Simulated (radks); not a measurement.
Valence configurations of the iridium ion Ir2+ (all share [Xe]). Calculated with a radial shooting solver on a logarithmic mesh with Libxc functionals: Dirac Kohn-Sham, PBE, spin-unpolarised, spherical densities, point nucleus; open shells fill j = l - 1/2 first. Energies are relative to 4f14 5d7; eigenvalues in eV.

| valence | E (eV) | e(4f5/2) | e(4f7/2) | e(5d3/2) | e(5d5/2) | e(6p1/2) |
|---|---|---|---|---|---|---|
| 4f14 5d7 | 0.000 | -81.080 | -77.962 | -25.035 | -23.726 | - |
| 4f14 5d5 6s2 | 6.806 | -88.223 | -85.101 | -29.970 | -28.507 | - |
| 4f13 5d7 6p1 | 69.793 | -96.889 | -93.660 | -30.254 | -28.714 | -16.843 |
| 4f14 5d5 6s1.5 6p0.5 | 10.327 | -88.819 | -85.697 | -30.484 | -29.013 | -17.243 |
| 4f13 5d6 6s2 | 68.093 | -99.523 | -96.292 | -31.846 | -30.243 | - |
| 4f14 5d6 6s1 | 2.846 | -84.552 | -81.432 | -27.454 | -26.069 | - |
| 4f14 5d6.5 6s0.5 | 1.288 | -82.789 | -79.670 | -26.230 | -24.883 | - |
| 4f14 5d6 6p1 | 9.589 | -85.745 | -82.625 | -28.495 | -27.093 | -16.588 |
| 4f13 5d7 6s1 | 62.890 | -95.692 | -92.464 | -29.193 | -27.669 | - |
| 4f13 5d6 6s1 6p1 | 75.331 | -100.71 | -97.475 | -32.882 | -31.263 | -17.807 |

NIST lists [Xe] 4f14 5d7 as the ground configuration; this level of theory agrees among the configurations tried. The energies are those of spherical spin-averaged densities, not of single terms.
